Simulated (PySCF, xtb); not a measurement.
Si(Cl)(F)(SeH)2 (ClFH₂Se₂Si), SMILES F[Si](Cl)([SeH])[SeH]. Atoms are numbered in the order given.

```xyz
7

F     -1.1007    -0.7705    -1.5685
Si    -0.4764    -0.1535    -0.2091
Cl    -2.0151     0.0998     1.1141
Se     0.4773     1.7630    -0.8763
Se     0.9292    -1.5627     0.8142
H      1.0649     1.9789     0.4499
H      1.9445    -1.4023    -0.2331
```
Charge 0, spin multiplicity 1.

Geometry optimised at ωB97X-D3(BJ)/def2-SVP. Other conformers were not sampled.

The numbers are results of IEF-PCM-M06-2X/def2-SVP in PySCF, not measurements.

The values are the electrostatic part of the solvation free energy, E(continuum) − E(gas) at the gas-phase geometry, in a cavity of scaled van der Waals radii (PySCF's table); cavitation and dispersion terms are not included. In vacuum the orbital gap is 8.64 eV. The dipole moment in vacuum is 2.02 D.

Computed values in water (ε = 78.36), cyclohexanone (ε = 15.62), dimethylsulfoxide (ε = 46.83):
```tsv
solvent	ε	ΔG(elec) (kcal/mol)	dipole (D)	gap (eV)
water	78.36	-4.1	2.77	8.71
cyclohexanone	15.62	-3.7	2.70	8.71
dimethylsulfoxide	46.83	-4.0	2.76	8.71
```

For comparison, GFN2-xTB/ALPB(water) (xtb, at the GFN2-xTB geometry, all terms of that model) gives -2.3 kcal/mol.
